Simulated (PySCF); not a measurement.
## Vibration and rotation of BeAs

UHF-CCSD(T) constants of BeAs, ⁴Σ⁻ (quartet), unpaired electrons σ ↑, π ↑↑ (Be aug-cc-pVDZ, As aug-cc-pVDZ-PP with ECP10; scalar-relativistic core potentials (PySCF 2.14); masses 9.0122 and 74.9216 u):

```
ωe              : 495.4 cm⁻¹
ωexe            : 5.85 cm⁻¹
Be              : 0.42933 cm⁻¹
αe              : 0.00542 cm⁻¹
D (centrifugal) : 1.29e-06 cm⁻¹
De to Be + As   : 0.72 eV
```

(1) Give the vibrational terms G(v) and spacings up to v = 6.

(2) How well does the Morse estimate ωe²/(4ωexe) reproduce De, and what is D0?

Correlated steps freeze 4 core orbitals. Correlated levels converge slowly with the basis: in double zeta they bind strong bonds too weakly, by up to about 1 eV, and carry superposition errors of some tenths. Spin–orbit coupling is left out. The state was picked by a PBE0 search and need not be the measured ground state.

## Answers

(1) G(v) = ωe(v+½) − ωexe(v+½)².

```csv
v,G(v) (cm⁻¹),G(v) − G(v−1),Bv (cm⁻¹)
0,246,,0.4266
1,730,484,0.4212
2,1202,472,0.4158
3,1662,460,0.4104
4,2111,449,0.4049
5,2548,437,0.3995
6,2973,425,0.3941
```

(2) It gives 1.30 eV, 181 % of the computed De. D0 = De − G(0) = 0.72 − 0.03 = 0.69 eV.
